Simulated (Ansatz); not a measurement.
Consider the cleavage of the Si–P bond: `O[SiH2][SiH2]P` + H–F → `O[SiH2][SiH2]F` + PH₃.

Calculated with Ansatz (gas phase, PBE0-D4/def2-TZVP geometries, no zero-point term in ΔE). CCSD(T)/CBS is the MP2 limit (def2-TZVPP, def2-QZVPP) plus CCSD(T) − MP2 in def2-TZVPP, frozen cores. This one scheme is used for every species. Functionals use def2-TZVPP. B3LYP here is the variant with VWN-RPA as its local correlation; programs differ in this. One conformer a species, not always the lowest.

`O[SiH2][SiH2]P`:

```xyz
11

O     0.794    1.452    1.136
Si   -0.693    0.788    0.843
Si   -0.270   -1.291   -0.133
P     1.123   -1.135   -1.906
H     0.823    2.315    1.550
H    -1.488    0.680    2.103
H    -1.486    1.636   -0.097
H     0.347   -2.225    0.848
H    -1.548   -1.896   -0.604
H     0.388   -0.075   -2.504
H     2.009   -0.249   -1.236
```

H–F:

Cartesian coordinates in Å:
```
F -0.234 -0.099 -0.384
H 0.234 0.099 0.384
```

`O[SiH2][SiH2]F`:

Z-matrix (Å, degrees):
```
Si
Si 1 2.348
O 1 1.653 2 104.8
H 1 1.492 2 110.9 3 -120.6
H 1 1.492 2 110.9 3 120.6
F 2 1.609 1 108.2 3 179.5
H 2 1.486 1 112.0 3 60.9
H 2 1.486 1 112.0 3 -61.8
H 3 0.958 1 118.3 2 179.8
```

PH₃:

```xyz
4

P     0.178   -0.082   -0.547
H    -1.171   -0.252   -0.137
H     0.308    1.158    0.131
H     0.685   -0.824    0.553
```

Q: Is it downhill or uphill in electronic energy at CCSD(T)/CBS, and by how much? (Best estimate.)

A: Ansatz gave: Downhill: ΔE = -21.7 kcal/mol.

Q: What do these levels give: B2PLYP, PBE, r2SCAN, PBE0, B3LYP, MP2/def2-TZVPP, SCS-MP2/def2-TZVPP, CCSD/def2-TZVPP, CCSD(T)/def2-TZVPP, HF/def2-QZVPP, SCS-MP2/def2-QZVPP, HF/CBS(def2)? (Best estimate.)

A: The calculation gave: B2PLYP -24.9, PBE -19.7, r2SCAN -22.3, PBE0 -20.2, B3LYP -26.0, MP2/def2-TZVPP -21.8, SCS-MP2/def2-TZVPP -24.4, CCSD/def2-TZVPP -23.7, CCSD(T)/def2-TZVPP -22.3, HF/def2-QZVPP -31.3, SCS-MP2/def2-QZVPP -24.2, HF/CBS(def2) -31.3 kcal/mol.

Largest T1 diagnostic among the species: 0.013.

The D4 term adds +2.8 kcal/mol with B3LYP and +1.6 kcal/mol with PBE0; it sums over pairs of atoms, weighted by their polarisabilities, and B3LYP, whose exchange is more repulsive, gets the larger term. In def2-TZVPP, CCSD(T) changes the Hartree–Fock value by +8.4 kcal/mol (the triples alone add +1.4 kcal/mol) and MP2 by +8.9 kcal/mol.
